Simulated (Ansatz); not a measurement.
The same ligand exchange along the group F, Cl, Br, I.

Computed with Ansatz on PBE0-D4/def2-TZVP structures; ΔE is electronic, products minus reactants. CBS: MP2 limit from def2 TZ/QZ plus the TZ coupled-cluster correction, frozen cores. This one scheme is used for every species. Double bonds are as drawn, so ΔE can hold a change between cis and trans. Functionals use def2-TZVPP. Elements past krypton have def2 core potentials. For Br, I outer-core shells are correlated without core-valence functions, which leaves a few kJ/mol of doubt a bond. Scalar relativity is left out up to krypton. One conformer a species, not always the lowest.

| reaction | CCSD(T)/CBS(def2) (eV) |
| --- | --- |
| `F/C=C/[SiH3]` + `O[Si]O[SiH3]` → `[SiH3]O[Si]O[SiH3]` + `C=CF` | ? |
| `[SiH3]/C=C/Cl` + `O[Si]O[SiH3]` → `[SiH3]O[Si]O[SiH3]` + `C=CCl` | -0.93 |
| `[SiH3]/C=C/Br` + `O[Si]O[SiH3]` → `[SiH3]O[Si]O[SiH3]` + `C=CBr` | -0.92 |
| `[SiH3]/C=C/I` + `O[Si]O[SiH3]` → `[SiH3]O[Si]O[SiH3]` + `C=CI` | -0.92 |

(1) Fill in the missing values. (Best estimate.)

Largest T1 diagnostic: 0.014, for `O[Si]O[SiH3]`.

Answers

(1) The calculation gave: `F/C=C/[SiH3]` + `O[Si]O[SiH3]` → `[SiH3]O[Si]O[SiH3]` + `C=CF`: -0.90 eV.
